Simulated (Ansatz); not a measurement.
Ansatz (a program for electronic structure) job for Cd(Et) (C2H5Cd), SMILES [CH2]([Cd])C (connectivity only; charge and spin as stated), neutral, multiplicity 2, PBE0/def2-SVPD. The structure is a stationary point at PBE0-D3(BJ)/def2-TZVP. The spin state was assumed, not searched. The isomer is the one that the SMILES or the coordinates give; other isomers of the formula were not compared. The def2 effective core potentials stand for the cores of Cd; spin–orbit coupling is left out.

Ansatz 0.2 input:
```yaml
crystal:
  periodic: [false, false, false]
  atoms:
    - {symbol: Cd, position_ang: [-0.04266254, 0.72525894, -0.00000000]}
    - {symbol: C, position_ang: [0.70364390, -1.47288323, 0.00000000]}
    - {symbol: C, position_ang: [-0.43576616, -2.45958655, 0.00000000]}
    - {symbol: H, position_ang: [1.32622562, -1.50979600, 0.89450378]}
    - {symbol: H, position_ang: [1.32622563, -1.50979600, -0.89450378]}
    - {symbol: H, position_ang: [-1.07340980, -2.35228021, -0.88092722]}
    - {symbol: H, position_ang: [-1.07340981, -2.35228021, 0.88092721]}
    - {symbol: H, position_ang: [-0.06509598, -3.49345785, 0.00000000]}
basis:
  gaussian:
    orbitals: def2-SVPD
hamiltonian:
  xc: {name: PBE0}
magnetization: {spin_polarized: true, initial_magnetization: 1}
```

Program output:

```
WARN ansatz: RAYON_NUM_THREADS=1 ignored (pool sized by the plan → 1); use --threads N
Functional definition: PBE0
integrals: 0.04 GiB planned
1005 factors; their error is unknown
mean field: 0.49 GiB planned
mean field evaluation 1: about -6705.3375 eV, gradient 3.9e1 eV
mean field evaluation 2: about -6685.1200 eV, gradient 6.8e1 eV
mean field evaluation 4: about -6714.0683 eV, gradient 4.1e0 eV
mean field evaluation 8: about -6714.1405 eV, gradient 1.4e-1 eV
mean field evaluation 16: about -6714.2501 eV, gradient 2.9e-4 eV
mean field -6714.25007912 eV, -246.7441393253 hartree, gradient 7.4e-5 eV, S^2 0.762709; 0 other end points of the search recorded, 0 dependent functions left out
reference -6714.25011131 eV, -246.7441405083 hartree; 19, 18 occupied and 95, 96 virtual orbitals, 1005 factors
Total energy: -6714.25011131 eV, -246.7441405083 hartree
```

The calculation finished and met its thresholds.

Cost: very roughly 5 core-seconds.
